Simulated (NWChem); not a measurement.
AlHSeCl$_{2}$; SMILES [Cl][Al]([Cl])[SeH]

Program: NWChem. The geometry was optimised at PBE0/def2-SVP. One conformer.

Diagonal of the polarisability tensor at B3LYP/def2-SVPD, static: 83.54, 95.66, 64.43 bohr³.

Q: Find the mean polarisability volume, the molar refraction, and the refractive index that an ideal gas of it would have at 273.15 K and 1 atm.

A: 
1. Mean: one third of the trace = 81.21 bohr³ × 0.14818 Å³/bohr³ = 12.03 Å³.
2. Molar refraction (Lorentz-Lorenz): (4π/3) N_A α = 30.4 cm³/mol.
3. Number density p/kT = 2.687 × 10⁻⁵ Å⁻³; n − 1 = 2π N α = 20.32 × 10⁻⁴.
4. These hold the electronic response alone: vibrational and orientational terms add to the static dielectric constant.
